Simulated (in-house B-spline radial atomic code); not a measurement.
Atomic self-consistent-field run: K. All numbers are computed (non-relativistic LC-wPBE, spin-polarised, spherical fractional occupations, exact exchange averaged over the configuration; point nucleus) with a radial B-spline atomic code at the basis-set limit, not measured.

Command:
```bash
python run_scf.py task.json out
```
Settings:
```
Z                19
configuration    [Ar] 4s1
hamiltonian      nr
method           lc_wpbe
spin_polarised   True
exact_exchange   averaged over the configuration
```

Output (hartree, bohr):
```
 radial grid: 56 intervals, B-splines of order 8, outer radius 50 bohr

 iter        energy (Eh)    residual
    1        -597.679430    2.70e-01
    2        -599.279891    1.10e-01
    3        -599.736468    3.27e-02
    4        -599.774420    1.08e-02
    5        -599.778641    4.05e-03
    6        -599.779456    2.49e-03
    7        -599.779622    9.50e-04
    8        -599.779659    3.42e-04
    9        -599.779663    7.70e-05
   10        -599.779663    1.06e-05
   11        -599.779663    1.22e-06
   12        -599.779663    1.20e-07

 total energy                      -599.77966
 kinetic                             599.0797
 electron-nucleus                  -1423.1152
 Hartree                             257.5312
 exact exchange                       -3.9260
 exchange-correlation                -29.3493

 orbital      occ     eigenvalue          <r>       <r^2>       <1/r>       <r^4>       r_max
 1s up      1.000      -129.0369    0.0815394  0.00893005     18.5431 0.000204804     0.05351
 1s down    1.000      -129.0365    0.0815395  0.00893007      18.543 0.000204804     0.05351
 2s up      1.000       -13.1064     0.390023     0.18027     3.76496   0.0579288      0.3201
 2s down    1.000       -13.1060     0.390023    0.180268     3.76494   0.0579258      0.3201
 2p up      3.000       -10.5053     0.351415    0.153052       3.688   0.0491109      0.2636
 2p down    3.000       -10.5049     0.351411    0.153046     3.68802   0.0491047      0.2636
 3s up      1.000        -1.5185      1.28069     1.90119     1.08615     6.03392       1.085
 3s down    1.000        -1.5165      1.28204     1.90591     1.08506     6.07942       1.086
 3p up      3.000        -0.8808      1.43255     2.44101    0.955275      11.071       1.157
 3p down    3.000        -0.8789      1.42794     2.42038    0.957286     10.7286       1.157
 4s up      1.000        -0.1583        5.074     29.4483    0.247831     1399.64       4.331

 Slater integrals (Eh)
   F0(3p up,3p up)               0.633016
   F2(3p up,3p up)               0.315780
   F0(3p up,3p down)             0.633872
   F2(3p up,3p down)             0.316376
   F0(3p up,4s up)               0.229849
   G1(3p up,4s up)               0.010965
   F0(3p down,3p down)           0.634730
   F2(3p down,3p down)           0.316975
   F0(3p down,4s up)             0.229896
   F0(4s up,4s up)               0.177949
```

Time taken, with all properties: 0.75 s on 1 thread of Arm Neoverse V1 (shared host).
